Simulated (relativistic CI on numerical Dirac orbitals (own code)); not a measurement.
# What each ingredient does to the levels of Sn XXXVI

Base calculation: Dirac-Coulomb-Breit CI, separate exchange-only KLI orbitals for each configuration, a model potential for QED, unscaled Slater integrals.

Configurations in the expansion (outside the closed core [Ne]): 3s2.3p3, 3s.3p4, 3s2.3p2.3d, 3p5, 3s.3p3.3d, 3p4.3d, 3s.3p2.3d2, 3s2.3p.3d.4p, 3p4.4s, 3s.3p2.3d.4s, 3p4.4p, 3s2.3p2.4s, 3s2.3p2.4p, 3p3.3d.4p, 3s2.3p2.4d, 3s.3p3.4s, 3s2.3p2.4f, 3s.3p3.4p, 3s.3p3.4d, 3s.3p3.4f, 3s2.3p2.5s, 3s2.3p2.5p, 3s2.3p.4s.4p, 3s2.3p2.5d, 3s2.3p2.5f, 3s2.3p2.5g, 3s.3p2.4s2, 3s.3p3.5s, 3s2.3p.3d2, 3s2.3d3, 3s.3p.3d3, 3s2.3d2.4s, 3s2.3d2.4p, 3s2.3d2.4d, 3p3.3d2, 3p2.3d3, 3p2.3d2.4s, 3p2.3d2.4p, 3p2.3d2.4d, 3s2.3p.3d.4s, 3s.3p.3d2.4s, 3s2.3d.4s2, 3s2.3d.4s.4p, 3s2.3d.4s.4d, 3s.3p2.3d.4p, 3s.3p.3d2.4p, 3s.3p.3d.4s.4p, 3s.3p.3d.4p2, 3s.3p.3d.4p.4d, 3p3.3d.4s, 3p2.3d.4s2, 3p2.3d.4s.4p, 3p2.3d.4s.4d, 3s2.3p.4s2, 3s.3p.3d.4s2, 3s2.4s2.4p, 3s2.4s2.4d, 3s2.3p.4p2, 3s2.3d.4p2, 3s2.4s.4p2, 3s2.4p3, 3s2.4p2.4d, 3s.3p2.4s.4p, 3s.3p.4s2.4p, 3s.3p.4s.4p2, 3s.3p.4s.4p.4d. Double excitations out of closed p, d and f shells are left out; levels of such configurations are missing from the list, as are those of other unlisted configurations, and high levels can miss mixing partners. These lack a partner that the ground configuration has and come out too high: 3s2.3p2.4f, 3s.3p3.4d, 3s.3p3.4f, 3s2.3p2.5s, 3s2.3p2.5p.

Variants: (1) valence Slater integrals scaled by 0.9; (2) configuration mixing switched off; (3) one mean potential for all configurations. Shifts of the energy above 3s2.3p3 2P°_3/2, in cm⁻¹, for the lowest level and the first level of each name with at least 55 % of one term (blank where a level changes its place among those of its configuration and J or its character, or is not in the variant):

```csv
Level,Base,Δ(1),Δ(2),Δ(3)
3s2.3p3 2P°_3/2,0,0,0,0
3s2.3p3 2D°_5/2,445659,-188,+2809,+39
3s2.3p3 2P°_1/2,520387,-6780,+9886,+43
3s.3p4 4P_5/2,1115433,+18788,+59443,+392
3s2.3p2.3d 4D_1/2,1497894,+9838,+1363,-188
3s.3p3.3d 6D°_1/2,2227692,+22582,-29159,+450
3s.3p3.3d 6D°_9/2,2317625,+22296,-35433,+403
```

At this charge energies of transitions that change n are usually good to better than 1 %, and those within a shell (Δn = 0) to a few per cent.

Ionisation energy from the two ground configurations alone: base 2306.4 eV. The NIST ASD value (semi-empirical) is 2326 eV.

LS names give the leading component of a level, which can be under half, so a name can repeat, a term be missing and a line seem to break the LS rules.
